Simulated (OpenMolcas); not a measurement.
Ir2+ among 6 point charges of -1.7 e arranged as a trigonal antiprism (D3d), with a polar angle of 47.6° against the regular 54.74°.

- Program: OpenMolcas
- Method: SS-CASPT2, IPEA 0.25 Eh, imaginary shift 0.1 Eh (closed shells correlated: 5s 5p)
- Basis: ANO-RCC-VDZP [7s6p4d2f]
- Scalar Hamiltonian: DKH2, point nucleus
- Active space: 7 electrons in 5 orbitals (5d)
- State averaging: 2S+1 = 4 even, 10 roots; 2S+1 = 2 even, 40 roots
- Spin-orbit coupling: RASSI with atomic mean-field integrals over the reference wave functions

All point charges move together. At R = 2.08 Å the first state of the same spin is 6350 cm-1, and at R = 2.2 Å it is 1460 cm-1.

Problem. A third run gives 490 cm-1. What distance was it run at?

Solution. With a power law R^-n the two known points give n = -ln(1460 / 6350) / ln(2.2 / 2.08) = 26.21. Then R = 2.08 × (6350 / 490)^(1/26.21) = 2.294 Å. The run was at 2.42 Å, so the estimate is off by -0.126 Å.

Roots that are degenerate in the reference are averaged as groups; the widest CASPT2 spread within a group is 140 cm-1 (the 2-fold group of multiplicity 4 near 22800 cm-1 above the lowest state of its run, R = 2.08). Shifts and gaps below about the spread of the groups concerned are not significant. Over all roots computed the reference weight is 0.89 to 0.94 in R = 2.08; the roots of lowest weight are the least certain, and an intruder state may touch them. An orbital doublet at a regular site is open to a Jahn-Teller distortion, which this geometry leaves out. This shell can be high or low spin here, a state of another spin lies low, and with metal d orbitals alone active their balance is uncertain, so the ground spin may be wrong. Point charges give a weaker field than real ligands, and real ions of this kind are as a rule low spin; the high spin found here belongs to the model. Free-ion shares, where given, are those of the reference states; single-state CASPT2 does not remix them. Spin-orbit coupling mixes the spin-free states strongly: the lowest level takes only 64 % from its leading state, 4E (holds for R = 2.42). This is an electrostatic model: the charges have no orbitals. No measured value stands beside these numbers.
